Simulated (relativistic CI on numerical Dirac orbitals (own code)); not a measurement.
**Level scheme of V⁸⁺**

Calculated at this level of theory: Dirac-Coulomb-Breit CI, separate exchange-only KLI orbitals for each configuration, QED by a radiative potential, valence Slater integrals scaled by 0.9, P86 correlation estimate, and configurations built on the next ion tied to the tabulated ionisation energy (semi-empirical) (own radial code, finite nucleus).

Configuration list (outside the closed core [Ne]): 3s2 3p3, 3s2 3p2 3d, 3s2 3p2 4s, 3s2 3p2 4p, 3s2 3p2 4d, 3s2 3p2 5s, 3s2 3p2 4f, 3s 3p4, 3p5, 3s2 3p 3d2, 3s 3p3 3d, 3p3 3d2, 3p4 3d, 3s 3p2 3d2, 3s2 3p 3d 4s, 3s2 3p 3d 4p, 3p4 4s, 3p4 4p, 3s 3p3 4s, 3s 3p2 3d 4s, 3s 3p2 3d 4p, 3s 3p3 4p, 3s2 3p 4s2, 3s2 3p2 5p. Levels of other configurations are missing.

The lowest level is 3s2 3p3 4S°_3/2, with 96 % of that term; Hund's rules for 3s2 3p3 give 4S° with J = 3/2, in agreement.

```tsv
No.	Configuration	Term	J	E (cm⁻¹)	%	Landé g	Lifetime (s)
1	3s2 3p3	4S°	3/2	0	96	1.994	
2	3s2 3p3	2D°	3/2	34150	90	0.836	1.66e-01
3	3s2 3p3	2D°	5/2	35817	97	1.200	4.25e+00
4	3s2 3p3	2P°	1/2	57486	96	0.665	1.98e-02
5	3s2 3p3	2P°	3/2	59747	89	1.304	8.16e-03
6	3s 3p4‡	4P	5/2	218225	89	1.598	8.42e-10
7	3s 3p4‡	4P	3/2	222956	89	1.733	8.02e-10
8	3s 3p4‡	4P	1/2	225300	88	2.666	7.76e-10
9	3s 3p4‡	2D	3/2	269851	78	0.804	3.67e-10
10	3s 3p4‡	2D	5/2	270507	78	1.202	3.90e-10
11	3s2 3p2 3d	2P	3/2	309787	50	1.330	1.42e-10
12	3s 3p4‡	2P	1/2	312606	34	1.062	1.34e-10
13	3s 3p4‡	2S	1/2	320892	57	1.605	1.54e-10
14	3s2 3p2 3d	4F	3/2	342847	95	0.415	1.91e-08
15	3s2 3p2 3d	4F	5/2	344597	94	1.041	3.17e-08
16	3s2 3p2 3d	4F	7/2	347188	94	1.244	9.52e-08
17	3s2 3p2 3d	4F	9/2	350597	97	1.332	2.29e-02
18	3s2 3p2 3d	2F	5/2	353891	64	1.028	2.06e-08
19	3s2 3p2 3d	4D	1/2	354793	97	0.002	4.96e-09
20	3s2 3p2 3d	4D	7/2	355376	57	1.311	8.22e-08
21	3s2 3p2 3d	4D	3/2	355381	95	1.185	4.94e-09
22	3s2 3p2 3d	4D	5/2	357846	61	1.187	8.50e-09
23	3s2 3p2 3d	2F	7/2	362858	58	1.253	4.72e-06
24	3s2 3p2 3d	2G	7/2	394567	97	0.890	1.16e-08
25	3s2 3p2 3d	2G	9/2	395701	97	1.113	1.59e-02
26	3s2 3p2 3d	2P	3/2	400510	50	1.327	1.87e-11
27	3s2 3p2 3d	2P	1/2	406643	52	0.680	1.86e-11
28	3s2 3p2 3d	4P	5/2	410695	86	1.593	1.40e-11
29	3s2 3p2 3d	4P	3/2	413061	86	1.717	1.38e-11
30	3s2 3p2 3d	4P	1/2	414374	86	2.648	1.35e-11
```

Energies count from the lowest computed level; ° marks odd parity; lifetimes are radiative, by E1, M1, E2 decay to levels of this space only. ‡ marks configurations that were not tied to measured data.

The mean weight of the leading LS term, summed over parents, in these 30 levels is 80 %, and that of the leading jj configuration (from the same eigenvectors) 55 %, so LS coupling describes them better.

Configurations that consist of the next ion and one excited electron were tied to the tabulated ionisation energy; Rydberg ones are usually within 1,000 to 3,000 cm⁻¹ and the lowest ones within about 6,000 (9,000 in d shells), while levels on excited terms of the next ion carry the error of that term, and the other configurations can be misplaced by 10,000 cm⁻¹ or more. Rates follow the energies as ν³ (E1, M1) or ν⁵ (E2), so rates, branching and lifetimes can be off by large factors.

LS names give the leading component of a level, which can be under half, so a name can repeat, a term be missing and a line seem to break the LS rules.
